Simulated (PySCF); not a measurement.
C₂H₅O, SMILES [CH2]OC, multiplicity 2.

Coordinates come from a B3LYP-D3(BJ)/def2-TZVP optimisation. The isomer is the one that the SMILES or the coordinates give; other isomers of the formula were not compared.

Two levels are set side by side: PBE/def2-TZVPD (PySCF) and M06-2X/def2-TZVPD (PySCF). Same geometry, gas phase. Differences are taken from unrounded values.

```csv
quantity,PBE
α-spin orbital gap (eV),3.52
β-spin orbital gap (eV),5.59
dipole moment (D),1.31
mean polarisability (bohr³),36.4
```

Problem. These are the PBE values. What does M06-2X give? (Estimate from the structure and the level; the computed values follow.)

Solution. 
| quantity | M06-2X | PBE minus M06-2X |
|---|---|---|
| α-spin orbital gap (eV) | 6.86 | -3.34 |
| β-spin orbital gap (eV) | 10.21 | -4.62 |
| dipole moment (D) | 1.37 | -0.05 |
| mean polarisability (bohr³) | 33.6 | 2.8 |

PBE's more diffuse valence density responds more strongly to a field. Differences between two approximate levels are no errors against the true value.

Rough cost on one machine, each run with all the roots and properties that it gave: M06-2X against PBE about 2 times.
